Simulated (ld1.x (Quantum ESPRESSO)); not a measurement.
The numbers below are computed, except where a source is named.
# Hardness and transferability of assorted potentials

Generated with ld1.x 7.5 (TM, RRKJ, ultrasoft, PAW), atompaw 4.2 or ONCVPSP 4.0.1. The cutoff is in Ry: for ld1.x and atompaw files where the sum of valence levels is converged to 10 mRy in a Bessel basis, for ONCV files where the hardest occupied wave has 1 mHa per electron of residual kinetic energy. The error is the largest all-electron minus pseudo excitation energy over each file’s own four to seven test configurations (ionisations up to +4, promotions, holes and added fractions of an electron), all of which were solved. The labels leave out finer settings (local radius, basis sizes, second energies), which also bear on the numbers. Spin-polarised tests are not counted. The rows are a selection from randomly drawn settings: files with unsolved tests, undetermined cutoffs or missed reference levels are left out.

A true bound ghost makes a file unfit for plane-wave use even where its test errors are small: the radial tests pick states by their node count and pass the ghost by.

| element | potential | cutoff (Ry) | largest error (meV) | bound ghosts |
| --- | --- | --- | --- | --- |
| B | TM, LDA (PZ), non-relativistic, rc 0.95/2.55/2.20 (spd), local smoothed, core correction yes, reference 2s2 2p1 | 70 | +155 | none |
| S | PAW, LDA (PZ), scalar-relativistic, rc 1.58/1.90 (sp), local smoothed, core correction yes, reference 3s2 3p3 | 15 | -26 | none |
| As | ultrasoft, PBEsol, scalar-relativistic, rc 1.90/2.30/2.10 (spd), local smoothed, core correction yes, reference 4s2 4p3 | 10 | -133 | none |
| Ag | TM, PBE, fully relativistic, rc 1.75/1.20/1.85 (spd), local s, core correction no, reference 4p6 4d10 5s0.75 5p0 | 110 | -364 | none |
| Sm | TM, PBE, scalar-relativistic, rc 3.45/3.30/2.50/3.15 (spdf), local p, core correction no, reference 5d1 6s2 6p0 | 12 | +182 | s |

Q: Fill in the row for S: TM, PBE, non-relativistic, rc 1.50/1.15/1.30 (spd), local s, core correction yes, reference 3s1.75 3p4.25.

A: cutoff 80 Ry, largest error +69 meV, bound ghosts: none.

Q: Fill in the row for He: RRKJ, LDA (PZ), scalar-relativistic, rc 0.38/0.55 (sp), local smoothed, core correction no, reference 1s2.

A: cutoff 230 Ry, largest error -0.5 meV, bound ghosts: none.

Q: Fill in the row for Ga: TM, PBE, fully relativistic, rc 1.40/2.65/2.45 (spd), local p, core correction yes, reference 4s1 4p2.

A: cutoff 30 Ry, largest error -95 meV, bound ghosts: s, d3/2, d5/2.
